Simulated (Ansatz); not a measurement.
C$_{2}$H$_{6}$BNS at its PBE0-D4/def2-TZVP geometry, where that method's forces vanish. The species carries charge 0 and has multiplicity 1. The bonds changed during the relaxation, so this is another structure than the one it started from.

```xyz
11

B    -0.0929   -1.6611   -0.0118
S    -0.8523   -1.3697   -1.6918
C     0.1624   -0.1692   -0.8767
C    -0.3916    0.7066    0.0277
N     0.2438    1.7209    0.6157
H     0.9748   -2.1968    0.0879
H    -0.8453   -1.6655    0.9233
H     1.1873   -0.0261   -1.2046
H    -1.4350    0.5795    0.2952
H    -0.1727    2.2013    1.3918
H     1.2215    1.8801    0.4434
```

Q: What forces (eV/Å) does ωB97M-V/def2-TZVPP give on these atoms in Ansatz? (Estimate.)

A: Ansatz gave: 
```
B1   0.063 -0.170  0.243
S2  -0.124 -0.142 -0.135
C3   0.167  0.318  0.021
C4  -0.130 -0.217 -0.125
N5   0.107  0.153  0.124
H6  -0.152  0.048 -0.024
H7   0.096  0.024 -0.107
H8  -0.088  0.007  0.053
H9   0.078  0.005 -0.017
H10  0.016 -0.013 -0.035
H11 -0.033 -0.013  0.002
```
